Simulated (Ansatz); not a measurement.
Consider the substitution at a C–C bond: `C=C(C=O)CC` + `OCS[SiH3]` → `COCS[SiH3]` + `C=C(C)C=O`.

Computed with Ansatz on PBE0-D4/def2-TZVP structures; ΔE is electronic, products minus reactants. CCSD(T)/CBS is the MP2 limit (def2-TZVPP, def2-QZVPP) plus CCSD(T) − MP2 in def2-TZVPP, frozen cores. Each species was taken in one conformer, which may not be the lowest.

```json
{"level": "HF/def2-TZVPP", "ΔE (kcal/mol)": "5.7"}
{"level": "CCSD/def2-TZVPP", "ΔE (kcal/mol)": "7.1"}
{"level": "MP2/def2-QZVPP", "ΔE (kcal/mol)": "8.3"}
{"level": "MP2/CBS(def2)", "ΔE (kcal/mol)": "8.6"}
```

Problem. What does CCSD(T)/CBS give? (Estimate.)

Solution. Ansatz gave: +7.8 kcal/mol. The listed levels differ from it by -2.1, -0.7, 0.5, 0.8 kcal/mol.

Largest T1 diagnostic among the species: 0.014.

In def2-TZVPP, CCSD(T) changes the Hartree–Fock value by +1.4 kcal/mol (the triples alone add −0.0 kcal/mol) and MP2 by +2.2 kcal/mol.
